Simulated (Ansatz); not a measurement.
## Relative stability

The two ends of one reaction step of SiAsH6, doublet (PBE0-D4/def2-TZVP).

A:

```
8
angstrom
H -1.1511 -0.2570 -0.8609
As -1.8871 1.0624 -1.0906
Si 1.1083 -1.1358 0.5487
H -1.7526 1.4499 0.3750
H -0.5932 1.7769 -1.4526
H 0.4150 -0.5868 1.7424
H 1.8313 -0.0688 -0.1901
H 2.0294 -2.2409 0.9280
```

B:

```json
{"atom": "H1", "x (Å)": "-0.1542", "y (Å)": "-1.3944", "z (Å)": "-0.4893"}
{"atom": "As2", "x (Å)": "-2.1207", "y (Å)": "1.3898", "z (Å)": "-1.0322"}
{"atom": "Si3", "x (Å)": "0.8820", "y (Å)": "-0.9180", "z (Å)": "0.4625"}
{"atom": "H4", "x (Å)": "-1.5296", "y (Å)": "1.5106", "z (Å)": "0.3708"}
{"atom": "H5", "x (Å)": "-0.7587", "y (Å)": "1.6920", "z (Å)": "-1.6513"}
{"atom": "H6", "x (Å)": "0.2335", "y (Å)": "-0.5027", "z (Å)": "1.7317"}
{"atom": "H7", "x (Å)": "1.6025", "y (Å)": "0.2378", "z (Å)": "-0.1279"}
{"atom": "H8", "x (Å)": "1.8452", "y (Å)": "-2.0152", "z (Å)": "0.7356"}
```

Program: Ansatz 0.2.0. Basis: def2-TZVPP. Cores are frozen in the correlated methods; orbitals are unrestricted. Filled d shells of the heavier atoms are correlated. The def2 sets are not built for correlating such inner shells, so the correlated values are less sure here. B3LYP uses VWN-RPA correlation.

(1) Which structure is lower at CCSD(T), and by how much? (To be estimated.)

The T1 diagnostic stays at or below 0.013. ⟨S²⟩ of the unrestricted Hartree–Fock references: 0.76 to 0.77 (a pure state has 0.75).

## Answers

(1) Computed: B, by 0.729 eV (electronic energy, against the other). By their contacts, A is a complex of AsH₃ + SiH₃ and B is a complex of AsH₂ + SiH₄.

All methods give the same order:

| method | E(B) − E(A) (eV) |
| --- | --- |
| SPW92 | -0.454 |
| PBE-D4 | -0.558 |
| BLYP-D4 | -0.643 |
| r2SCAN-D4 | -0.618 |
| B97M-V | -0.672 |
| PBE0-D4 | -0.631 |
| B3LYP-D4 | -0.700 |
| r2SCAN0-D4 | -0.672 |
| BHLYP-D4 | -0.795 |
| CAM-B3LYP-D4 | -0.742 |
| wB97X-V | -0.767 |
| wB97M-V | -0.814 |
| B2PLYP | -0.739 |
| PBE-QIDH | -0.702 |
| RPA on PBE | -0.727 |
| HF | -0.931 |
| MP2 | -0.716 |
| CCSD | -0.760 |
| CCSD(T) | -0.729 |

For scale, one of the runs: CCSD(T)/def2-TZVPP, 174 basis functions, launched by `ansatz run in.yaml --threads 4 --pin off --events-out ev --progress --plain --max-ram 9574MiB`. Time: 110 s of wall clock on 4 CPU threads of an Arm Neoverse V1; the host was shared. Peak host memory: 3.6 GiB.
